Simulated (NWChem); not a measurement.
Total energies of HClSi

```
Si
H 1 1.5382
Cl 1 2.0903 2 95.27
```
Charge 0, spin multiplicity 1.

All runs are NWChem calculations. The geometry was optimised at PBE0/def2-SVP, a minimum by its harmonic frequencies.

Basis set: cc-pVQZ (148 functions).

| method | total energy (Ha) | relative cost |
|---|---|---|
| RHF | -749.04835 | 1 |
| MP2 | -749.36412 | under 3 |
| B2PLYP | -750.07949 | under 3 |
| PBE | -749.98190 | under 3 |
| B3LYP | -750.35873 | under 3 |
| CAM-B3LYP | -750.33922 | 10 |

Total energies of different functionals aren't comparable as a measure of quality: only differences taken within one method are. The cost column gives rough processor time relative to RHF; each entry includes its own SCF.

The correlated methods keep 10 core orbitals frozen. B3LYP has NWChem's definition, with VWN1-RPA local correlation. GW and range-separated runs recompute their integrals, the others keep them in memory, which bears on the times. The structure started from a generated list of species.
